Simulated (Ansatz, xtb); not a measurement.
Molecule: sum formula H2GeOCl (charge -1, singlet). It need not be the lowest isomer of its formula. Whether it binds its extra electron was not tested at this geometry. SMILES: [O-][GeH2][Cl]
Coordinates optimised at B3LYP-D3(BJ)/def2-TZVP (Ansatz, a program for electronic structure):
```
Ge
O 1 1.6775
H 1 1.5708 2 118.38
H 1 1.5708 3 106.28 2 136.11
Cl 1 2.3290 3 97.64 4 100.31
```
Charge -1, spin multiplicity 1.

Harmonic wavenumbers from GFN2-xTB (xtb, at its own minimum), cm⁻¹: 199, 272, 468, 635, 710, 858, 878, 1538, 1556.

Problem. Give the harmonic wavenumbers at B3LYP-D3(BJ)/def2-TZVP (Ansatz, finite differences of forces, unscaled).

Solution. 194, 291, 518, 644, 768, 886, 892, 1928, 1970 cm⁻¹. Zero-point energy 11.6 kcal/mol.

Problem. From these and the geometry, give the ideal-gas thermochemistry at 298.15 K and 1 atm (rigid rotor, harmonic oscillator).

Solution. Point group Cs, rotational symmetry number 1. Rotational constants 16.07, 2.97, 2.589 GHz. S(trans) 40.41, S(rot) 25.37, S(vib) 5.19, S(elec, spin only) 0.00, S 71.0 cal/(mol K). H(298) - H(0) 3.34 kcal/mol; G - E(el) -6.2 kcal/mol.
